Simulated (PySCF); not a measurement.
# Computed records: ClGeH₂O, GeH₃O₂

All values are calculated (PySCF 2.14.0). Calculation on a computer-drawn molecule: the log of a Hartree-Fock and frozen-core CCSD(T) single point meant for a local Hartree-Fock minimum, with one planted fault or none, to be diagnosed. Offsets are logged minus clean, where the clean run is the same molecule without the fault. The reference is restricted for singlets and unrestricted otherwise, and also for a bond in bohr or an excited solution. Adding or removing an electron swaps singlet and doublet. The excited solution moves the top pair (singlet) or top alpha electron (doublet) to the lowest empty orbital. Highest occupied and lowest empty are orbital energies over both spins, largest force is the largest gradient component, triples share is (T) over the correlation energy, the T1 limit is 0.02 restricted and 0.045 unrestricted, electrons count all cores, a negative frequency is imaginary (commonest isotopes), and the dipole is about the centre of nuclear charge; on germanium a core potential holds 10 electrons, which the energies leave out, and 3d is frozen in MP2 and coupled-cluster steps.

Common to all runs: meant charge -1; meant multiplicity 1; meant basis and core potential on germanium aug-cc-pVDZ-PP ECP10MDF; logged basis functions 105; logged SCF converged yes; logged spin squared 0; logged CC converged yes; logged SCF stable within its kind yes; possible faults no fault, one electron removed, one electron added, multiplicity raised by two, geometry at a saddle point, SCF held on an excited solution, minimal basis STO-3G, one bond length entered in bohr, all coordinates scaled.

(1) ClGeH₂O

Logged structure:
```xyz
5
ClGeH2O
O     -1.3468    -1.8119     0.5261
Ge    -1.4755     0.0132     0.5911
Cl    -3.8447     0.1653     0.0784
H     -1.7086    -2.1655    -0.2557
H     -1.1144     0.2744    -0.9412
```

| Quantity | Value |
| --- | --- |
| meant basis | aug-cc-pV(D+d)Z |
| logged electrons | 60 |
| logged highest occupied | -3.4951 eV |
| logged lowest empty | 4.1478 eV |
| logged largest force | 0.011439 hartree/bohr |
| logged T1 diagnostic | 0.014391 |
| logged D1 diagnostic | 0.039451 |
| logged triples share | 0.030629 |
| logged dipole magnitude | 1.7296 debye |
| logged energy HF | -829.02319 hartree |
| logged energy CCSD(T) | -829.531 hartree |
| planted fault | all coordinates scaled, by -1.2 % |
| HF energy offset from clean run | 0.3323 kcal/mol |
| CCSD(T) energy offset from clean run | 1.273 kcal/mol |

Drawn bonds:
| atom | other atom | order |
| --- | --- | --- |
| 1 | 2 | 1 |
| 2 | 3 | 1 |
| 1 | 4 | 1 |
| 2 | 5 | 1 |

(2) GeH₃O₂

Logged structure:
```xyz
6
GeH3O2
O      1.2956     0.0723     0.1933
Ge     2.1966     1.2754    -3.0429
O      1.9813     3.1292    -2.7563
H      1.8795     0.3847     0.8630
H      3.8166     1.2814    -2.7354
H      2.5668     3.4565    -2.0951
```

| Item | Value |
| --- | --- |
| meant basis | aug-cc-pVDZ |
| logged electrons | 52 |
| logged highest occupied | -3.7934 eV |
| logged lowest empty | 3.5038 eV |
| logged largest force | 0.027326 hartree/bohr |
| logged T1 diagnostic | 0.027444 |
| logged D1 diagnostic | 0.099218 |
| logged triples share | 0.033394 |
| logged dipole magnitude | 10.823 debye |
| logged energy HF | -444.8309 hartree |
| logged energy CCSD(T) | -445.40495 hartree |
| planted fault | one bond length entered in bohr, row 1 of the drawn bonds |
| HF energy offset from clean run | 56.66 kcal/mol |
| CCSD(T) energy offset from clean run | 50.88 kcal/mol |

Drawn bonds:
| atom | other atom | order |
| --- | --- | --- |
| 1 | 2 | 1 |
| 2 | 3 | 1 |
| 1 | 4 | 1 |
| 2 | 5 | 1 |
| 3 | 6 | 1 |

(3) GeH₃O₂

Logged structure:
```xyz
6
GeH3O2
O      1.1881     0.0663     0.1772
Ge     1.6253     0.6501    -1.3932
O      1.4278     2.3501    -1.1303
H      1.7235     0.3528     0.7914
H      3.1108     0.6556    -1.1111
H      1.9648     2.6502    -0.5240
```

| Property | Result |
| --- | --- |
| meant basis | aug-cc-pVDZ |
| logged electrons | 52 |
| logged highest occupied | -2.0867 eV |
| logged lowest empty | 4.1267 eV |
| logged largest force | 0.093351 hartree/bohr |
| logged T1 diagnostic | 0.015554 |
| logged D1 diagnostic | 0.035286 |
| logged triples share | 0.028172 |
| logged dipole magnitude | 3.408 debye |
| logged energy HF | -444.87912 hartree |
| logged energy CCSD(T) | -445.42445 hartree |
| planted fault | all coordinates scaled, by -8.3 % |
| HF energy offset from clean run | 26.39 kcal/mol |
| CCSD(T) energy offset from clean run | 38.64 kcal/mol |

Drawn bonds:
| atom | other atom | order |
| --- | --- | --- |
| 1 | 2 | 1 |
| 2 | 3 | 1 |
| 1 | 4 | 1 |
| 2 | 5 | 1 |
| 3 | 6 | 1 |
